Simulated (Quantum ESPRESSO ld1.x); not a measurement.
Results of a calculation; reference values are marked as such.
The run below uses ld1.x (Quantum ESPRESSO 7.5).

```
 &input
    zed=42.0,
    iswitch=1,
    rel=0,
    lsd=1,
    dft='PW',
    config='[Kr] 4d4',
    prefix='ld1',
    max_out_wfc=37,
    file_charge='ld1.rho',
 /
```

Command: `OMP_NUM_THREADS=1 ld1.x < ld1.in > ld1.out`

Output (excerpt):

```
     Program LD1 v.7.5 starts

     --------------------------- All-electron run ----------------------------

     atomic number is 42.00
     dft =PW   lsd =1 sic =0 latt =0  beta=0.20 tr2=1.0E-14
     Exchange-correlation= PW
                           (   1   4   0   0   0   0   0)
     mesh =1919 r(mesh) = 100.11609 a.u. xmin = -7.00 dx = 0.00800
     1 Ry =  13.60569312 eV

     n l     nl                  e(Ry)          e(Ha)          e(eV)
     1 0     1S 1( 1.00)     -1419.8171      -709.9085    -19317.5952
     2 0     2S 1( 1.00)      -198.3800       -99.1900     -2699.0976
     2 1     2P 1( 3.00)      -182.9513       -91.4756     -2489.1787
     3 0     3S 1( 1.00)       -34.7288       -17.3644      -472.5090
     3 1     3P 1( 3.00)       -28.7964       -14.3982      -391.7953
     4 0     4S 1( 1.00)        -5.8906        -2.9453       -80.1456
     4 1     4P 1( 3.00)        -4.1953        -2.0976       -57.0799
     3 2     3D 1( 5.00)       -17.8871        -8.9436      -243.3668
     4 2     4D 1( 4.00)        -1.6400        -0.8200       -22.3131
     1 0     1S 2( 1.00)     -1419.8171      -709.9085    -19317.5956
     2 0     2S 2( 1.00)      -198.3446       -99.1723     -2698.6158
     2 1     2P 2( 3.00)      -182.9243       -91.4622     -2488.8121
     3 0     3S 2( 1.00)       -34.7041       -17.3521      -472.1735
     3 1     3P 2( 3.00)       -28.7695       -14.3847      -391.4283
     4 0     4S 2( 1.00)        -5.7109        -2.8555       -77.7009
     4 1     4P 2( 3.00)        -4.0063        -2.0031       -54.5084
     3 2     3D 2( 5.00)       -17.8509        -8.9254      -242.8732
     4 2     4D 2( 0.00)        -1.4467        -0.7234       -19.6836

     final scf error:  2.6E-15 reached in  26 iterations

     Etot =   -7944.513716 Ry,   -3972.256858 Ha, -108090.615634 eV
     Total magnetization:    4.00 Bohr mag.

     Ekin =    7939.100408 Ry,    3969.550204 Ha,  108016.963828 eV
     Encl =  -18873.046890 Ry,   -9436.523445 Ha, -256780.884277 eV
     Eh   =    3222.989315 Ry,    1611.494657 Ha,   43851.003552 eV
     Exc  =    -233.556549 Ry,    -116.778275 Ha,   -3177.698738 eV

     normalization and overlap integrals

     s(1S/1S) =  1.000000  <r> =   0.0363  <r2> =    0.0018  r(max) =   0.0240
     s(2S/2S) =  1.000000  <r> =   0.1589  <r2> =    0.0297  r(max) =   0.1340
     s(2P/2P) =  1.000000  <r> =   0.1361  <r2> =    0.0226  r(max) =   0.1054
     s(3S/3S) =  1.000000  <r> =   0.4417  <r2> =    0.2234  r(max) =   0.3947
     s(3P/3P) =  1.000000  <r> =   0.4364  <r2> =    0.2215  r(max) =   0.3823
     s(4S/4S) =  1.000000  <r> =   1.1325  <r2> =    1.4538  r(max) =   1.0144
     s(4P/4P) =  1.000000  <r> =   1.2392  <r2> =    1.7588  r(max) =   1.0815
     s(3D/3D) =  1.000000  <r> =   0.4149  <r2> =    0.2069  r(max) =   0.3231
     s(4D/4D) =  1.000000  <r> =   1.6982  <r2> =    3.4244  r(max) =   1.3422
     s(1S/1S) =  1.000000  <r> =   0.0363  <r2> =    0.0018  r(max) =   0.0240
     s(2S/2S) =  1.000000  <r> =   0.1589  <r2> =    0.0297  r(max) =   0.1340
     s(2P/2P) =  1.000000  <r> =   0.1361  <r2> =    0.0226  r(max) =   0.1054
     s(3S/3S) =  1.000000  <r> =   0.4416  <r2> =    0.2232  r(max) =   0.3947
     s(3P/3P) =  1.000000  <r> =   0.4363  <r2> =    0.2213  r(max) =   0.3823
     s(4S/4S) =  1.000000  <r> =   1.1278  <r2> =    1.4424  r(max) =   1.0064
     s(4P/4P) =  1.000000  <r> =   1.2344  <r2> =    1.7472  r(max) =   1.0729
     s(3D/3D) =  1.000000  <r> =   0.4146  <r2> =    0.2065  r(max) =   0.3231
     s(4D/4D) =  1.000000  <r> =   1.7287  <r2> =    3.5835  r(max) =   1.3315

     ------------------------ End of All-electron run ------------------------
```

Run on one thread of a shared host, so times are rough (Intel(R) Xeon(R) Processor @ 2.60GHz): 0.56 s of CPU time, 0.62 s wall, 26 iterations on 1919 mesh points.
